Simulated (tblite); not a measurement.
Start geometry of `O[Si@@H](OC(C)C)[NH]` [radical] from a force field or distance geometry (Å):
```
atom  x, y, z in Å
C1    -1.4354    1.3056    0.2500
C2    -0.7447   -0.0154    0.0494
C3    -1.6765   -1.1463   -0.2468
O4     0.3085    0.0989   -0.8676
Si5    1.7548   -0.1651    0.0658
N6     2.4759   -1.7114   -0.4020
O7     2.7932    1.1761   -0.2673
H8    -2.0107    1.2250    1.1827
H9    -0.6109    2.0486    0.4078
H10   -2.0049    1.6289   -0.6286
H11   -0.2518   -0.2337    1.0345
H12   -1.9456   -1.2377   -1.3240
H13   -1.2309   -2.0986    0.1273
H14   -2.5910   -1.0112    0.3903
H15    1.3836   -0.1444    1.4990
H16    3.5175   -1.6871   -0.4608
H17    2.2618    1.9797   -0.5207
```

What comes out of this run: tblite, GFN2-xTB geometry optimisation, gas phase?

```
atom  x, y, z in Å
C1    -1.8016    1.2972    0.3998
C2    -0.7817    0.1608    0.4652
C3    -1.2148   -1.0321   -0.3770
O4     0.4483    0.6599    0.0191
Si5    1.8913   -0.0850    0.0979
N6     1.8080   -1.7581   -0.0955
O7     2.8667    0.7798   -0.8741
H8    -2.7675    0.9512    0.7560
H9    -1.4729    2.1304    1.0154
H10   -1.9006    1.6405   -0.6268
H11   -0.6702   -0.1625    1.5101
H12   -1.3811   -0.7217   -1.4059
H13   -0.4143   -1.7726   -0.3641
H14   -2.1258   -1.4700    0.0203
H15    2.4052    0.0483    1.4809
H16    2.5236   -2.2933   -0.5597
H17    2.5803    1.6393   -1.1726
```

The energy falls by 138.9 kJ/mol over 113 L-BFGS steps, the largest force on an atom goes from 3.03 to 0.009 eV/Å, and the atoms move by 0.783 Å rms after alignment. The bond that changes most is O4–Si5 (ends: oxygen bonded to C and Si; silicon bonded to N, 2 O and H), which shortens by 0.116 Å. Bonds longer at the end by more than 0.005 Å: 2 of 16; shorter: 12. Among the angles that change most is C2–O4–Si5, from 105.1° to 126.9°. Among the dihedrals that turn most is C2–O4–Si5–N6, from 111° to 34°. Rotational constants go from 3539, 1379, 1077 to 3760, 1402, 1125 MHz. The orientation of the end geometry is arbitrary; only internal coordinates are fixed.

Its GFN2-xTB frequencies are all real (lowest 36 cm⁻¹). 3 starts were optimised and ended at 0.00, 0.95 and 1.36 kcal/mol (GFN2-xTB); the lowest of these is shown.

One conformer stands for the species.

These are computed values.
